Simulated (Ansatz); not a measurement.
This geometry of CH$_{6}$Ge (8 atoms, charge 0, multiplicity 1) is a first-order saddle point.

These are results of RKS PBE-D4/def2-SVP (Ansatz), not measurements.

```xyz
8
Properties=species:S:1:pos:R:3
Ge -0.368 -0.051 0.424
H 0.759 -0.205 1.497
C 1.998 0.000 0.409
H 2.424 -0.988 0.658
H 2.138 0.236 -0.659
H 2.415 0.800 1.046
H -0.319 1.348 -0.263
H -0.256 -1.139 -0.688
```

Q: Which two structures does it join? (They come from a converged band through this point; their orientation in space is the band's.)

A: Bonds broken: Ge1–H2, Ge1–C3. Bonds formed: H2–C3. CH6Ge becomes CH4 + GeH2.

Initial state:

```xyz
8
Properties=species:S:1:pos:R:3
Ge 0.176 -0.028 0.360
H -0.265 -0.302 1.824
C 2.139 0.032 0.238
H 2.573 -0.934 0.560
H 2.454 0.231 -0.805
H 2.539 0.834 0.888
H -0.437 1.323 -0.096
H -0.389 -1.157 -0.545
```

Final state:

```xyz
8
Properties=species:S:1:pos:R:3
Ge -0.803 -0.021 0.461
H 1.189 -0.125 1.246
C 2.122 -0.023 0.621
H 2.609 -1.014 0.604
H 1.910 0.317 -0.407
H 2.747 0.724 1.144
H -0.522 1.217 -0.533
H -0.462 -1.073 -0.712
```

Q: How far does it lie above each of them?

A: 230.2 kJ/mol above the first and 102.0 kJ/mol above the second. This is the barrier of this one path; another mechanism may lie lower. The orbitals stay closed-shell, which can raise the energy where a bond breaks towards radicals; this wasn't checked here.

Run time: 100 s on 2 threads of Arm Neoverse V1 (shared host), peak memory 0.14 GiB.
